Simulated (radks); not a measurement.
Task: The mean radii <r> (bohr) of the occupied orbitals of an atom or ion are listed with their occupations. Method: Dirac Kohn-Sham, OLYP, spin-unpolarised, spherical densities, finite nucleus; Fermi nuclear charge, rms radius of each element as measured or else 0.836 A^(1/3) + 0.57 fm; computed with a radial shooting solver on a logarithmic mesh with Libxc functionals.

orbital  occ.      <r>
1s1/2       2  0.03917
2s1/2       2   0.1722
2p1/2       2   0.1475
2p3/2       4   0.1516
3s1/2       2   0.4914
3p1/2       2   0.4907
3p3/2       4   0.5011
3d3/2       4   0.4947
3d5/2       6   0.4983
4s1/2       2    1.350
4p1/2       2    1.524
4p3/2       4    1.555

Name the element and its charge. Open shells, if any, fill j = l - 1/2 first.

Result: Z = 38, strontium, charge +2: Sr2+ in [Kr]. The 1s radius gives Z: for a bare nucleus <r> = (2 gamma + 1)/(2Z) with gamma = sqrt(1 - (Z/c)^2), 0.03844 bohr for Z = 38, and screening makes it slightly larger (0.03917 here). The occupations add up to 36, and the charge is Z minus that.
